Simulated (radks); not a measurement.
Nd10+, 50 electrons, occupied as [Kr] 4d10 4f2 5s2.

All-electron calculation, scalar-relativistic Kohn-Sham, LDA (Slater exchange, Perdew-Wang correlation), spin-polarised, spherical densities, finite nucleus; open shells are filled with parallel spins first (spin-orbit coupling, left out, can overturn this in heavy ions); Fermi nuclear charge, rms radius 4.9123 fm. Program: a radial shooting solver on a logarithmic mesh with Libxc functionals.

Energy parts (eV):
total: -260965.22
kinetic: 277703.27
electron-nucleus: -625839.80
Hartree: 92876.43
exchange-correlation: -5705.12

Orbitals (lengths in bohr, moments of r in powers of bohr; r(max) is where P^2 peaks):
orbital  occ.  eigenvalue (eV)      <r>      <r^2>   r(max)
1s down     1        -43519.13  0.02365  0.0007611  0.01511
1s up       1        -43519.12  0.02365  0.0007611  0.01511
2s up       1        -7176.959   0.1011    0.01205  0.08557
2s down     1        -7176.936   0.1011    0.01205  0.08557
2p up       3        -6436.846  0.08882   0.009630  0.06893
2p down     3        -6436.833  0.08882   0.009629  0.06893
3s up       1        -1684.607   0.2666    0.08122   0.2440
3s down     1        -1683.780   0.2666    0.08116   0.2440
3p up       3        -1451.063   0.2647    0.08118   0.2389
3p down     3        -1450.244   0.2646    0.08112   0.2388
3d up       5        -1125.964   0.2418    0.06883   0.1959
3d down     5        -1125.320   0.2417    0.06875   0.1959
4s up       1        -461.7196   0.6031     0.4101   0.5634
4s down     1        -459.7624   0.6031     0.4101   0.5633
4p up       3        -384.4249   0.6360     0.4593   0.5872
4p down     3        -382.4843   0.6361     0.4594   0.5871
4d up       5        -274.0890   0.6881     0.5463   0.6124
4d down     5        -272.1795   0.6885     0.5470   0.6123
5s up       1        -176.6176    1.278      1.817    1.221
5s down     1        -175.3997    1.283      1.829    1.223
4f up       2        -153.7571   0.8035     0.7714   0.6172
4f down     0        -151.9099   0.8066     0.7783   0.6178

The highest occupied level is 4f up at -153.76 eV. The density falls to 0.001 e/bohr^3 at r = 2.42 bohr. For comparison, the ionisation energy in NIST's Atomic Spectra Database is 168 eV (theoretical). In exact Kohn-Sham theory the highest level is minus the ionisation energy, but local and semilocal functionals leave it too shallow, through self-interaction and a potential that decays too fast; potentials with the right tail come closer. Summed over all electrons, <r^2> = 15.65 bohr^2, which gives a Langevin (diamagnetic) susceptibility term of -12.4 x 10^-6 cm^3/mol.
